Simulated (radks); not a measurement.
Values are calculated unless marked as measured or tabulated.
Question: All-electron atom: the cerium ion Ce2+ in [Xe] 4f2. Level of theory: Dirac Kohn-Sham, B86b exchange with PBE correlation, spin-unpolarised, spherical densities, point nucleus; open shells are shared between the two j in proportion to 2j + 1 (a radial shooting solver on a logarithmic mesh with Libxc functionals). Some entries of the table are withheld. Estimate them.

orbital      occ.  eigenvalue (hartree)  <1/r> (bohr^-1)
1s1/2           2             -1479.047            63.36
2s1/2           2             -236.8959            14.94
2p1/2           2             -223.6669              (1)
2p3/2           4             -207.2492              (2)
3s1/2           2                   (3)            5.391
3p1/2           2                   (4)            5.303
3p3/2           4                   (5)            4.953
3d3/2           4             -32.53963            4.818
3d5/2           6             -31.84643            4.729
4s1/2           2             -10.51666            2.228
4p1/2           2              -8.44042            2.123
4p3/2           4              -7.75241            2.008
4d3/2           4              -4.34987            1.785
4d5/2           6              -4.23022            1.757
5s1/2           2              -1.83707           0.8586
5p1/2           2              -1.28712           0.7547
5p3/2           4              -1.19230           0.7154
4f5/2    0.857143                   (6)            1.136
4f7/2     1.14286                   (7)            1.124

Answer: 
(1) 2p1/2 <1/r> (bohr^-1): 14.92
(2) 2p3/2 <1/r> (bohr^-1): 13.51
(3) 3s1/2 eigenvalue (hartree): -51.14900
(4) 3p1/2 eigenvalue (hartree): -45.54941
(5) 3p3/2 eigenvalue (hartree): -42.32213
(6) 4f5/2 eigenvalue (hartree): -0.48211
(7) 4f7/2 eigenvalue (hartree): -0.47147
